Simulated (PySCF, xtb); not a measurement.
H3Si2, SMILES [Si][SiH3] (connectivity only; charge and spin as stated), charge +1, multiplicity 1.

GFN2-xTB in xtb at its own geometry gives an orbital gap of 1.44 eV.

Geometry optimised at PBE0-D3(BJ)/def2-TZVP. The spin state was assumed, not searched. The isomer is the one that the SMILES or the coordinates give; other isomers of the formula were not compared.

### Question
What does PySCF with r2SCAN/def2-TZVPD give? (Estimate from the structure and the level; the computed values follow.)

### Answer
gap 1.74 eV (levels -12.18 and -10.44 eV).
